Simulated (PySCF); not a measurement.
A structure optimised at PBE-D3(BJ)/def2-SVP, used in a PySCF frequency run:

```xyz
7

O      0.0000     0.0000     3.3222
C      0.0000     0.0000     2.1467
N      0.0000     0.0000     0.9348
Si     0.0000     0.0000    -0.7510
F      1.3041    -0.7529    -1.3143
F     -1.3041    -0.7529    -1.3143
F      0.0000     1.5058    -1.3143
```
Charge 0, spin multiplicity 1.

**Question.** Write its SMILES, formula and point group.

**Answer.** O=C=N[Si](F)(F)F, CF₃NOSi, C3v

**Question.** What are its rotational constants (standard atomic weights)?

**Answer.** 3.9104, 1.1949, 1.1949 GHz
